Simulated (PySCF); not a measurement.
# Cost of excited-state runs on `[H][P@TB4](C)(C=C)(C=C)C=C`, C7H13P

Geometry (Å), atoms numbered from 1 in this order:
```xyz
21

C    -1.7008   -1.4978    1.5040
C    -0.7764   -0.5756    1.3022
P     0.0089   -0.3815   -0.3381
C    -0.9549   -0.0823   -1.8764
C     0.2943    1.4872   -0.0907
C    -0.5004    2.3424    0.5323
C     1.7670   -0.7618   -0.5373
C     2.6780   -0.3328    0.3216
H    -2.1987   -1.6346    2.4505
H    -1.9883   -2.1637    0.7027
H    -0.4629    0.1077    2.0805
H    -0.2325   -1.8503   -0.5790
H    -0.9087    0.9487   -2.2224
H    -0.5866   -0.7690   -2.6385
H    -1.9880   -0.3457   -1.6432
H     1.1249    1.8887   -0.6702
H    -1.3611    2.0157    1.0968
H    -0.3327    3.4099    0.5161
H     1.9820   -1.5158   -1.2863
H     2.4228    0.3892    1.0820
H     3.7050   -0.6616    0.2928
```

PySCF with density fitting, on 1 thread of an Intel Xeon, shared host. Command: `OMP_NUM_THREADS=1 python excited_run.py task.json out`

(1) How long does each of these runs take, and how much memory?
- magnetisability and related constants, CAM-B3LYP/pcSseg-1; isotopologues; writes grids
- magnetisability and related constants, X3LYP/6-31G; usual settings

Results:

(1) 
```csv
run,level,basis functions,wall time,peak memory (GiB)
magnetisability and related constants,CAM-B3LYP/pcSseg-1,208,4.2 min,1.1
magnetisability and related constants,X3LYP/6-31G,102,62 s,0.71
```
Times from a shared host are rough.
